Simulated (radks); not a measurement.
Results of a calculation; reference values are marked as such.
The carbon anion C4-, [Ne], held by a Watson sphere: a shell of charge +4 at radius R that stands for the Madelung well of a crystal (potential energy -4/R inside, -4/r outside, in hartree with lengths in bohr). Level of theory: scalar-relativistic Kohn-Sham, PBE, spin-polarised, spherical densities, finite nucleus; Fermi nuclear charge, rms radius of each element as measured or else 0.836 A^(1/3) + 0.57 fm (a radial shooting solver on a logarithmic mesh with Libxc functionals).

R (bohr)  e(1s) (eV)  e(2s) (eV)  e(2p) (eV)  <r> 2p (bohr)  sum of <r^2> (bohr^2)  X-ray form factor at sin(theta)/lambda = 0.2 1/angstrom
1.69         -264.89     -17.702      -8.708          1.796                  30.21                                                    4.852
1.77         -265.12     -17.254      -8.416          1.843                  31.70                                                    4.723
1.85         -265.37     -16.817      -8.135          1.890                  33.23                                                    4.600
1.88         -265.47     -16.657      -8.033          1.907                  33.81                                                    4.556
1.93         -265.63     -16.395      -7.866          1.936                  34.78                                                    4.484
2.23         -266.58     -14.954      -6.949          2.109                  40.85                                                    4.111
2.63         -267.59     -13.402      -5.930          2.339                  49.59                                                    3.755
2.9          -268.08     -12.578      -5.361          2.495                  55.95                                                    3.596
3.52         -268.76     -11.252      -4.360          2.863                  72.24                                                    3.419
